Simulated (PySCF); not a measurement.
**`InChI=1S/C5H9FS/c1-7-3-4-2-5(4)6/h4-5H,2-3H2,1H3/t4-,5-/m0/s1`**

Geometry:
```
atom   x (Å)   y (Å)   z (Å)
  C1   2.493   0.384  -0.471
  S2   1.707  -1.094   0.197
  C3   0.091  -0.997  -0.620
  C4  -0.711   0.242  -0.314
  C5  -1.168   0.501   1.102
  C6  -2.152   0.095   0.066
  F7  -2.663  -1.162   0.132
  H8   2.530   0.359  -1.571
  H9   3.523   0.398  -0.088
 H10   1.986   1.302  -0.139
 H11   0.222  -1.108  -1.708
 H12  -0.452  -1.890  -0.272
 H13  -0.468   1.120  -0.921
 H14  -1.188   1.524   1.483
 H15  -0.889  -0.260   1.837
 H16  -2.891   0.810  -0.312
```

Computed, not measured: TDDFT BHandHLYP/def2-SVPD circular dichroism and optical rotation, one conformer, gas phase in PySCF. Geometry: PBE0-D3(BJ)/def2-SVP.

The molecule is flexible and this is one conformer; a measurement averages over conformers. States above about 7.5 eV (minus the energy of the highest occupied orbital) lie near or above the ionisation threshold and depend on the basis. Singlets 6 and 7 lie within 0.01 eV of each other, so their separate moments and overlaps can depend on how they mix.

Problem. Assign R or S to each stereocentre.

Solution. C4 R, C6 S.

Problem. List the lowest 16 singlet excitations with oscillator and rotatory strengths.

Solution. Rotatory strengths R in 10⁻⁴⁰ esu² cm², velocity form and length form (origin at the centre of mass); f in length form.
```csv
state,E (eV),λ (nm),f,R (velocity),R (length),main
1,5.67,219,0.0002,-2.1,-2.6,"HOMO→LUMO+1 0.41, HOMO→LUMO 0.33"
2,6.38,194,0.027,-2.4,-2.9,"HOMO→LUMO+2 0.51, HOMO→LUMO 0.26"
3,6.53,190,0.016,+5.0,+4.1,"HOMO→LUMO+2 0.31, HOMO→LUMO 0.30"
4,7.17,173,0.041,-1.9,-1.3,"HOMO→LUMO+3 0.67, HOMO→LUMO+6 0.11"
5,7.45,167,0.008,+1.0,+1.1,"HOMO→LUMO+5 0.21, HOMO→LUMO+8 0.21"
6,7.69,161,0.0006,+0.6,+0.7,"HOMO→LUMO+7 0.30, HOMO→LUMO+4 0.28"
7,7.70,161,0.005,+4.3,+4.0,"HOMO→LUMO+6 0.23, HOMO→LUMO+4 0.23"
8,7.95,156,0.013,-2.2,-1.9,"HOMO−1→LUMO 0.57, HOMO→LUMO+6 0.11"
9,8.02,155,0.006,-4.8,-4.1,"HOMO→LUMO+6 0.38, HOMO→LUMO+5 0.15"
10,8.19,151,0.041,-54.3,-51.7,"HOMO−1→LUMO+1 0.42, HOMO−1→LUMO 0.10"
11,8.24,150,0.049,-47.3,-46.8,"HOMO→LUMO+8 0.27, HOMO→LUMO+7 0.20"
12,8.33,149,0.039,-8.6,-8.7,"HOMO−2→LUMO 0.38, HOMO−2→LUMO+1 0.23"
13,8.54,145,0.078,+36.4,+35.6,HOMO−1→LUMO+2 0.83
14,8.60,144,0.008,+4.2,+3.3,HOMO→LUMO+9 0.79
15,8.67,143,0.069,+10.2,+9.3,"HOMO→LUMO+11 0.48, HOMO→LUMO+7 0.13"
16,8.82,141,0.006,-1.9,-1.8,"HOMO−1→LUMO+3 0.54, HOMO→LUMO+10 0.10"
```

Among the states computed, the strongest CD band (largest |R|) is state 10. The largest dissymmetry factor in size, g = 4R/(D+G), with D and G the electric and magnetic dipole strengths, is -0.23 for state 1 (velocity form, f = 8e-05), among bands with |R| over 0.5. The mirror image has the same energies and oscillator strengths and all R with the opposite sign.
